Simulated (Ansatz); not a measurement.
`CO[SiH](F)S[SiH2]F` and `CO[SiH](F)S` differ in one atom or group.

Ansatz, PBE0-D4/def2-TZVP geometries, multiplicity 1. Each molecule was computed in one conformer, which needn't be the lowest.

```json
{"property": "HOMO–LUMO gap (ωB97M-V/def2-TZVPP) / eV", "`CO[SiH](F)S[SiH2]F`": "11.95"}
{"property": "LUMO energy (PBE/def2-TZVPP) / eV", "`CO[SiH](F)S[SiH2]F`": "-1.14"}
{"property": "HOMO–LUMO gap (B3LYP/def2-TZVPP) / eV", "`CO[SiH](F)S[SiH2]F`": "7.53"}
{"property": "HOMO energy (PBE/def2-TZVPP) / eV", "`CO[SiH](F)S[SiH2]F`": "-7.01"}
{"property": "size of the dipole moment (ωB97M-V/def2-TZVPP) / D", "`CO[SiH](F)S[SiH2]F`": "1.76"}
{"property": "HOMO–LUMO gap (PBE0/def2-TZVPP) / eV", "`CO[SiH](F)S[SiH2]F`": "7.99"}
```

Task: Give the same properties after the change, and the shifts. (Estimate.)

Result: Computed: 
```tsv
property	`CO[SiH](F)S`	shift
HOMO–LUMO gap (ωB97M-V/def2-TZVPP) / eV	12.24	0.29
LUMO energy (PBE/def2-TZVPP) / eV	-0.69	0.45
HOMO–LUMO gap (B3LYP/def2-TZVPP) / eV	7.59	0.06
HOMO energy (PBE/def2-TZVPP) / eV	-6.59	0.42
size of the dipole moment (ωB97M-V/def2-TZVPP) / D	1.77	0.01
HOMO–LUMO gap (PBE0/def2-TZVPP) / eV	8.14	0.15
```

With PBE0 the HOMO rises by 0.40 eV and the LUMO rises by 0.55 eV, so the gap widens by about 0.15 eV. PBE moves the HOMO by 0.42 eV and ωB97M-V by 0.37 eV. Dipoles are sizes alone; their direction can turn.

B3LYP here is the variant with VWN-RPA as its local correlation; programs differ in this.
